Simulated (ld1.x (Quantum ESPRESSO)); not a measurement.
## Varying the TM potential for palladium (Pd)

Base potential:

* Element: palladium
* Generator: ld1.x (Quantum ESPRESSO) 7.5
* Type: norm-conserving Troullier–Martins (Kleinman–Bylander form)
* Functional: PBE
* Relativity: non-relativistic
* Frozen core: [Ar] 3d10 4s2
* Valence charge: 16
* Reference configuration: 4p6 4d10 5s0
* Partial waves: 5s (bound, empty): rc 3.00 bohr; 4p (bound): rc 1.35 bohr; 4d (bound): rc 1.60 bohr
* Local potential: all-electron potential smoothed inside 1.65 bohr (lloc = -2)
* Core correction: a·sin(br)/r model core inside 1.25 bohr

All-electron outer shells of the reference configuration (PBE, non-relativistic, ld1.x):

```tsv
shell	level (eV)	outermost node (bohr)	outermost maximum (bohr)
4p	-49.24	0.46	0.92
4d	-4.11	0.45	1.09
5s	-2.84	1.20	2.85
```

Cutoffs, loose and tight: the cutoffs (Ry, on a coarse ladder) from which the occupation-weighted sum of valence levels, in a spherical-Bessel basis at the reference potential, stays within 10 and 1 mRy of its value at 400 Ry. They do not see the model core or the augmentation charge, which bear on the density cutoff. Test errors are all-electron minus pseudo excitation energies from the reference, over the configurations 4p6 4d9 5s0; 4p6 4d8 5s0; 4p6 4d7 5s0; 4p6 4d9.5 5s0; 4p6 4d9 5s1; 4p5 4d10 5s0; 4p6 4d8 5s1. A dash means not determined; rows that change the core or the reference have their own tests. The largest error is taken over the tests solved by every variant that gives reliable tests at all: 4p6 4d7 5s0; 4p6 4d8 5s0; 4p6 4d9 5s0; 4p6 4d9.5 5s0.

A true bound ghost makes a file unfit for plane-wave use even where its test errors are small: the radial tests pick states by their node count and pass the ghost by. Where a test does run into it, the solver fails or the error is huge.

```csv
change,outcome,"cutoff, loose","cutoff, tight",bound ghosts,largest test error (meV)
base,generated,70 Ry,120 Ry,s,-126
scalar-relativistic; reference 4p6 4d10 5s0 5p0,generated,70 Ry,120 Ry,s,+145 over the solved tests; 1 of 7 tests not solved or not reliable
wave 4p (bound): rc 1.35 bohr becomes 4p (bound): rc 1.12 bohr,generated,140 Ry,160 Ry,s,-127
wave 5s (bound): rc 3.00 bohr becomes 5s (bound): rc 3.10 bohr,generated,70 Ry,120 Ry,s,-126
reference 4p6 4d9.75 5s0 5p0,generated,70 Ry,120 Ry,s,-279 over the solved tests; 2 of 7 tests not solved or not reliable
wave 4d (bound): rc 1.60 bohr becomes 4d (bound): rc 2.08 bohr,generated,70 Ry,120 Ry,s,-109
"all radii but the core radius scaled by about 0.82 (s 2.46, p 1.10, d 1.32 bohr); local potential all-electron potential smoothed inside 1.36 bohr (lloc = -2)",generated,140 Ry,180 Ry,s,-75
local potential all-electron potential smoothed inside 3.16 bohr (lloc = -2),generated,70 Ry,120 Ry,none,-956
local potential all-electron potential smoothed inside 1.35 bohr (lloc = -1),generated,70 Ry,120 Ry,s,-65
"type ultrasoft; waves now 5s (bound): rcut 2.60, rcutus 3.00 bohr; 5s channel at 0.85 Ry: rcut 2.60, rcutus 3.00 bohr; 4p (bound): rcut 1.15, rcutus 1.35 bohr; 4p channel at -2.55 Ry: rcut 1.15, rcutus 1.35 bohr; 4d (bound): rcut 1.40, rcutus 1.60 bohr; 4d channel at 2.05 Ry: rcut 1.40, rcutus 1.60 bohr; local potential all-electron potential smoothed inside 1.45 bohr (lloc = -1); augmentation built from norm-conserving waves at rcut, not smoothed further",generated,50 Ry,90 Ry,s,-110
"all radii but the core radius scaled by about 1.23 (s 3.70, p 1.66, d 1.98 bohr); local potential all-electron potential smoothed inside 2.04 bohr (lloc = -2)",generated,55 Ry,80 Ry,none,-254
```

Task: What comes out with this change to the base: core correction none?

Result: outcome: generated; cutoff, loose: 70 Ry; cutoff, tight: 120 Ry; bound ghosts: s; largest test error (meV): -72.
